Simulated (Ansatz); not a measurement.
singlet silylene (H2Si), singlet, geometry from GFN2-xTB; Ansatz (a program for electronic structure) with CCSD/def2-SVP.

The Ansatz input:
Ansatz 0.2 input:
```yaml
crystal:
  periodic: [false, false, false]
  atoms:
    - {symbol: Si, position_ang: [-0.00666824, -0.00277970, 0.12275926]}
    - {symbol: H, position_ang: [0.04778718, 1.13172388, -0.83406892]}
    - {symbol: H, position_ang: [0.04556812, -1.09280805, -0.88456070]}
basis:
  gaussian:
    orbitals: def2-SVP
magnetization: {spin_polarized: false}
correlation: {method: ccsd}
```

Output, abridged:

```
Functional definition: HF
272 factors; integrals over basis functions are off by at most 7.2e-4 eV
mean field evaluation 1: about -7888.9583 eV, gradient 7.1e0 eV
mean field evaluation 2: about -7888.9583 eV, gradient 7.1e0 eV
mean field evaluation 4: about -7889.2443 eV, gradient 3.5e-1 eV
mean field evaluation 8: about -7889.2453 eV, gradient 1.2e-6 eV
mean field -7889.24528253 eV, -289.9244166104 hartree, gradient 1.8e-6 eV, S^2 0.000000; 0 other end points of the search recorded, 0 dependent functions left out; unrestricted orbitals would lower it
mean field evaluation 16: about -7889.2384 eV, gradient 9.2e0 eV
5 core orbitals not correlated
reference -7889.24528253 eV, -289.9244166104 hartree; 3, 3 occupied and 20, 20 virtual orbitals, 272 factors
second order -2.35668877 eV of doubles, -0.00000000 eV of singles
cycle   1  -2.86555747 eV  change   -5.1e-1 eV  update   6.2e-2
cycle   2  -3.09429657 eV  change   -2.3e-1 eV  update   2.7e-2
cycle   3  -3.10201839 eV  change   -7.7e-3 eV  update   9.0e-3
cycle   4  -3.10501626 eV  change   -3.0e-3 eV  update   2.9e-3
cycle   5  -3.10450019 eV  change    5.2e-4 eV  update   9.7e-4
cycle   6  -3.10451032 eV  change   -1.0e-5 eV  update   3.4e-4
cycle   7  -3.10466540 eV  change   -1.6e-4 eV  update   9.7e-5
cycle   8  -3.10460184 eV  change    6.4e-5 eV  update   2.6e-5
cycle   9  -3.10460983 eV  change   -8.0e-6 eV  update   6.6e-6
cycle  10  -3.10461204 eV  change   -2.2e-6 eV  update   1.4e-6
Total energy: -7892.34989457 eV, -290.0385089986 hartree
```
